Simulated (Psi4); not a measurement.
Psi4 input (wB97X-D/6-311+G**):

```
memory 1500 MB

molecule {
0 2
C    -1.80406700    0.42418000   -0.33302600
C    -0.58762700   -0.50189900   -0.18708000
B     0.62288800    0.10877300    0.59146400
N     1.96155800    0.02791000    0.26369700
H    -1.54723600    1.32947200   -0.88675800
H    -2.61995100   -0.06944400   -0.86490700
H    -2.17585100    0.73519300    0.64451800
H    -0.26050300   -0.84341200   -1.18154600
H    -0.89280700   -1.40819200    0.35074600
H     2.69744600    0.42718500    0.82222900
H     2.30372200   -0.44372300   -0.56684600
symmetry c1
no_reorient
no_com
}

set {
  basis 6-311+G**
  reference uks
  scf_type df
  df_basis_scf def2-universal-jkfit
  dft_radial_points 99
  dft_spherical_points 590
  e_convergence 1e-8
  d_convergence 1e-7
  maxiter 150
}

e = energy('wb97x-d')
print_out(f'\nFINAL {e:.10f} DIPOLE {variable("CURRENT DIPOLE")[0]:.6f} {variable("CURRENT DIPOLE")[1]:.6f} {variable("CURRENT DIPOLE")[2]:.6f}\n')
```

Output:

```
   => Loading Basis Set <=

    Name: 6-311+G**
    Role: ORBITAL
    Keyword: BASIS
    atoms 1-2  entry C          line   129 file 6-311pgss.gbs
    atoms 3    entry B          line   108 file 6-311pgss.gbs
    atoms 4    entry N          line   150 file 6-311pgss.gbs
    atoms 5-11 entry H          line    42 file 6-311pgss.gbs

   => WB97X-D: Empirical Dispersion <=

    Chai and Head-Gordon Dispersion Correction
    Chai, J.-D.; Head-Gordon, M. (2010), J. Chem. Phys., 132: 6615-6620

        s6 =       1.000000

         ---------------------------------------------------------
                                   SCF
               by Justin Turney, Rob Parrish, Andy Simmonett
                          and Daniel G. A. Smith
                              UKS Reference
         ---------------------------------------------------------

  ==> Geometry <==

    Molecular point group: c1
    Full point group: C1

    Geometry (in Angstrom), charge = 0, multiplicity = 2:

       Center              X                  Y                   Z               Mass
    ------------   -----------------  -----------------  -----------------  -----------------
         C           -1.804067000000     0.424180000000    -0.333026000000    12.000000000000
         C           -0.587627000000    -0.501899000000    -0.187080000000    12.000000000000
         B            0.622888000000     0.108773000000     0.591464000000    11.009305360000
         N            1.961558000000     0.027910000000     0.263697000000    14.003074004430
         H           -1.547236000000     1.329472000000    -0.886758000000     1.007825032230
         H           -2.619951000000    -0.069444000000    -0.864907000000     1.007825032230
         H           -2.175851000000     0.735193000000     0.644518000000     1.007825032230
         H           -0.260503000000    -0.843412000000    -1.181546000000     1.007825032230
         H           -0.892807000000    -1.408192000000     0.350746000000     1.007825032230
         H            2.697446000000     0.427185000000     0.822229000000     1.007825032230
         H            2.303722000000    -0.443723000000    -0.566846000000     1.007825032230

  Running in c1 symmetry.

  Rotational constants: A =      0.97828  B =      0.12073  C =      0.11641 [cm^-1]
  Rotational constants: A =  29328.06246  B =   3619.54362  C =   3489.85945 [MHz]
  Nuclear repulsion =  105.395530164454783

  Charge       = 0
  Multiplicity = 2
  Electrons    = 31
  Nalpha       = 16
  Nbeta        = 15

  ==> Algorithm <==

  SCF Algorithm Type is DF.
[...]

       1A    -14.434720     2A    -10.265968     3A    -10.260641
       4A     -6.842977     5A     -0.972642     6A     -0.847469
       7A     -0.709393     8A     -0.596850     9A     -0.591205
      10A     -0.520417    11A     -0.509107    12A     -0.446332
      13A     -0.424375    14A     -0.401355    15A     -0.383887

    Beta Virtual:

      16A      0.015892    17A      0.063494    18A      0.072063
      19A      0.084613    20A      0.104539    21A      0.111713
      22A      0.129281    23A      0.133657    24A      0.134773
      25A      0.147739    26A      0.158981    27A      0.178092
      28A      0.189199    29A      0.191559    30A      0.207387
      31A      0.215052    32A      0.230903    33A      0.249225
      34A      0.254727    35A      0.257163    36A      0.270261
      37A      0.292346    38A      0.310589    39A      0.331934
      40A      0.337093    41A      0.384453    42A      0.407212
      43A      0.436132    44A      0.462675    45A      0.497747
      46A      0.503318    47A      0.517700    48A      0.541986
      49A      0.578681    50A      0.613322    51A      0.637008
      52A      0.659816    53A      0.700618    54A      0.703427
      55A      0.713989    56A      0.729136    57A      0.757836
      58A      0.774495    59A      0.799804    60A      0.818723
      61A      0.846726    62A      0.899215    63A      0.911356
      64A      0.919800    65A      0.970624    66A      1.028935
      67A      1.093717    68A      1.112238    69A      1.140290
      70A      1.257303    71A      1.275858    72A      1.310194
      73A      1.383156    74A      1.432854    75A      1.482579
      76A      1.565086    77A      1.578890    78A      1.637343
      79A      1.673865    80A      1.679414    81A      1.691709
      82A      1.710950    83A      1.747958    84A      1.786856
      85A      1.796517    86A      1.847501    87A      1.885246
      88A      1.920404    89A      1.993484    90A      2.045038
      91A      2.087030    92A      2.110184    93A      2.163920
      94A      2.194324    95A      2.214005    96A      2.260976
      97A      2.318145    98A      2.423825    99A      2.431579
     100A      2.517147   101A      2.525907   102A      2.564973
     103A      2.575496   104A      2.592679   105A      2.635875
     106A      2.652510   107A      2.691329   108A      2.707070
     109A      2.727276   110A      2.746779   111A      2.777368
     112A      2.860803   113A      2.884303   114A      2.923903
     115A      2.989689   116A      3.103164   117A      3.298734
     118A      3.308663   119A      3.725237   120A      3.909745
     121A      3.916114   122A      3.936466   123A      3.961740
     124A      4.309361   125A      4.764392   126A      4.849294
     127A     14.764733   128A     24.025836   129A     24.114630
     130A     35.719758

    Final Occupation by Irrep:
              A
    DOCC [    15 ]
    SOCC [     1 ]
    NA   [    16 ]
    NB   [    15 ]

  @DF-UKS Final Energy:  -159.99928670750487

   => Energetics <=

    Nuclear Repulsion Energy =            105.3955301644547831
    One-Electron Energy =                -422.8311404670590719
    Two-Electron Energy =                 174.0640638309060364
    DFT Exchange-Correlation Energy =     -16.6242526591703772
    Empirical Dispersion Energy =          -0.0034875766362560
    VV10 Nonlocal Energy =                  0.0000000000000000
    Total Energy =                       -159.9992867075048650

  UHF NO Occupations:
  HONO-2 :   14  A 1.9995058
  HONO-1 :   15  A 1.9992546
  HONO-0 :   16  A 1.0000000
  LUNO+0 :   17  A 0.0007454
  LUNO+1 :   18  A 0.0004942
  LUNO+2 :   19  A 0.0001078
  LUNO+3 :   20  A 0.0000452

Computation Completed

Properties will be evaluated at   0.000000,   0.000000,   0.000000 [a0]

Properties computed using the SCF density matrix

 Multipole Moments:

 ------------------------------------------------------------------------------------
     Multipole            Electronic (a.u.)      Nuclear  (a.u.)        Total (a.u.)
 ------------------------------------------------------------------------------------

 L = 1.  Multiply by 2.5417464519 to convert [e a0] to [Debye]
 Dipole X            :          0.5923008            0.0000038            0.5923046
 Dipole Y            :         -0.2224810            0.0000000           -0.2224810
 Dipole Z            :         -0.3904951           -0.0000019           -0.3904970
 Magnitude           :                                                    0.7435122

 ------------------------------------------------------------------------------------

FINAL -159.9992867075 DIPOLE 0.592305 -0.222481 -0.390497

*** Psi4 exiting successfully. Buy a developer a beer!
```

The geometry given is a B3LYP-D3(BJ)/def2-TZVP minimum.
